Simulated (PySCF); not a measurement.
Estimate the missing entries of this data sheet.

C8H10O2.
SMILES with atom numbers: `[CH3:1][C:2](=[O:3])[O:4][C@@H:5]1[C@H:6]2[CH2:7][C@@H:8]3[C@H:9]2[C@H:10]13` (hydrogens: H11, H12, H13 on C1; H14 on C5; H15 on C6; H16, H17 on C7; H18 on C8; H19 on C9; H20 on C10)

Conformer (atom-mapped SMILES and torsion angles): `[CH3:1][C:2](=[O:3])[O:4][C@@H:5]1[C@H:6]2[CH2:7][C@@H:8]3[C@H:9]2[C@H:10]13`: C1–C2–O4–C5 180°, C2–O4–C5–C6 -80°.

| property | level | value |
| --- | --- | --- |
| point group | PBE0-D3(BJ)/def2-SVP | C1 |
| rotational constants A, B, C | PBE0-D3(BJ)/def2-SVP | 3.692, 0.879, 0.791 GHz |
| dipole moment | PBE0/def2-SVPD | 2.19 D |
| HOMO energy | PBE0/def2-SVPD | -7.44 eV |
| LUMO energy | PBE0/def2-SVPD | 0.27 eV |
| lowest singlet excitation | TDDFT PBE0/def2-SVPD | 5.86 eV (211 nm, f = 0.001) |
| strongest line among the 10 lowest singlet transitions | TDDFT PBE0/def2-SVPD | S10 at 7.90 eV (157 nm, f = 0.061) |
| lowest triplet excitation (Tamm–Dancoff) | TDA PBE0/def2-SVPD | ? |
| static isotropic polarisability | PBE0/def2-SVPD | ? |
| vertical ionisation energy | ΔSCF PBE0/def2-SVPD | 9.27 eV |
| electronic spatial extent ⟨r²⟩ about the centre of nuclear charge | PBE0/def2-SVPD | 1512 bohr² |
| 13C chemical shifts (computed TMS as zero) by class | GIAO PBE/pcSseg-1 | ? |
| 1H chemical shifts (computed TMS as zero) by class | GIAO PBE/pcSseg-1 | 4.87 (H14), 3.17 (H19), 2.56 (H17), 2.32 (H15), 2.02 (H11/H12/H13), 1.94 (H16), 1.69 (H18), 1.66 (H20) ppm |
| isotropic shieldings of nuclei other than C and H, by class | GIAO PBE/pcSseg-1 | -121 (O3), 91 (O4) ppm |

Electronic properties: PySCF, gas phase, density fitting. Isolated species at its PBE0-D3(BJ)/def2-SVP geometry (one conformer only). NMR classes are plain means over equivalent atoms (diastereotopic ones count apart unless rotation or inversion swaps them), as if these changed places fast; in this geometry the members of some classes differ.

Problem. Give the 13C chemical shifts (computed TMS as zero) by class.

Solution. 171.3 (C2), 87.6 (C5), 48.7 (C6), 37.0 (C9), 36.7 (C7), 23.8 (C10), 21.8 (C1), 21.3 (C8) ppm.

Problem. The static isotropic polarisability?

Solution. 91.4 au.

Problem. Give the lowest triplet excitation (Tamm–Dancoff).

Solution. 5.32 eV.

The 10 singlets span 5.86 to 7.90 eV, and their oscillator strengths add up to 0.16. With B = h/(8π²I), that is 505.379 GHz u Å² over I, the principal moments of inertia are 136.9, 575.2 and 639.1 u Å² (most abundant isotopes). The principal polarisabilities are 76.9, 89.1 and 108.2 au; their mean is the isotropic value. The dipole equals about 7.3 × 10⁻³⁰ C·m (1 D = 3.33564 × 10⁻³⁰ C·m). The polarisability is 13.54 Å³ as a volume (1 au = 0.148185 Å³), or 1.23 au for each of the 74 electrons.

For the TDDFT job (PBE0/def2-SVPD), time: 8.5 min wall. Hardware: one thread of an Arm Neoverse V2 (shared host).
